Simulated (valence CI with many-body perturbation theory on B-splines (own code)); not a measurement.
**Hyperfine factors and g values of Sb30+**

Computed by valence CI with perturbative core correlation (CI+MBPT): three valence electrons over a frozen Dirac-Fock core [Ar], a basis of 9 s, 9 p, 10 d, 8 f, 5 g, 3 h, 1 i functions for each j, with the one-electron correlation potential Σ1, the two-electron term Σ2, the three-electron term Σ3, Breit, model QED; selected CI, second order for the rest (own B-spline code, finite nucleus).

The last digits are not significant, and no measured levels were compared; by estimate large intervals hold to a few tenths of a per cent, small ones and those within an open d or f shell to about a per cent. Only levels of the ground parity were solved; by the run's estimate the other parity begins above the list, which can be wrong where configurations are misplaced.

A/g_I is the dipole constant over the nuclear g factor μ/I (μ in nuclear magnetons, uniformly magnetised nucleus), B/Q the quadrupole constant per barn. Both hold the static response of the core; the bare values leave it out. Large factors of s and p1/2 electrons are usually good to 5 to 10 %; those of open d and f shells near neutrality can be off by tens of per cent, and small factors of p3/2, d and f electrons come from cancelling terms and can be off by a factor of two or in sign, in half-filled shells by more. B is blank for J = 1/2, where it vanishes, and for nearly pure S terms. Energies count from the lowest level.

Levels are named by their leading jj configuration (3d3/2^4 stands for four electrons in 3d with j = 3/2), which in mixed levels can hold well under half, so a name can repeat and another be missing. Letters in brackets count levels of one name in rising energy.

```
                    Level  E (cm⁻¹)      g  A/g_I (MHz)  A/g_I bare  B/Q (MHz/b)  B/Q bare
          (3d3/2^3) J=3/2         0  0.549        26600       26200       -10600    -10800
    (3d3/2^2 3d5/2) J=5/2     62044  1.038        15000       15100        -6620     -6770
    (3d3/2^2 3d5/2) J=7/2     98192  1.142        14300       14400        -1660     -1710
    (3d3/2^2 3d5/2) J=3/2    105510  1.314        12100       12400        -7200     -7350
    (3d3/2^2 3d5/2) J=9/2    113220  1.139        15600       15700         8440      8600
    (3d3/2^2 3d5/2) J=1/2    124040  2.002       -12400      -11400                       
(3d3/2 3d5/2^2) J=7/2 [a]    178510  0.994        14800       14900         5240      5360
(3d3/2 3d5/2^2) J=5/2 [a]    187410  1.510         5160        5680        14900     15200
    (3d3/2 3d5/2^2) J=9/2    188680  1.108        13400       13500        10700     10900
(3d3/2 3d5/2^2) J=3/2 [a]    214730  1.165        14000       14200       -15300    -15600
    (3d3/2 3d5/2^2) J=1/2    226570  1.325        -2770       -2360                       
   (3d3/2 3d5/2^2) J=11/2    238850  1.086        14500       14600        32900     33600
(3d3/2 3d5/2^2) J=5/2 [b]    256620  1.197        12400       12600        -1530     -1570
(3d3/2 3d5/2^2) J=5/2 [c]    278760  0.967        12200       12300        18600     19000
(3d3/2 3d5/2^2) J=7/2 [b]    289710  1.121        14500       14600         7800      7970
          (3d5/2^3) J=9/2    293200  1.093        11500       11600         8370      8550
          (3d5/2^3) J=3/2    315090  1.193        13300       13500         4450      4530
(3d3/2 3d5/2^2) J=3/2 [b]    411690  0.822        21500       21300        17400     17800
          (3d5/2^3) J=5/2    427840  1.153        11200       11300         9120      9300
```

Task: Take the isotope of mass number 121, with I = 5/2, μ = 3.358 μN and Q = -0.543 b. What is the hyperfine structure of (3d3/2^2 3d5/2) J=7/2?

Result: From the table A = 19200 MHz, B = 903 MHz. Shifts from the centre of gravity in MHz: F = 1: -216000, F = 2: -177000, F = 3: -120000, F = 4: -43500, F = 5: 52600, F = 6: 168000.
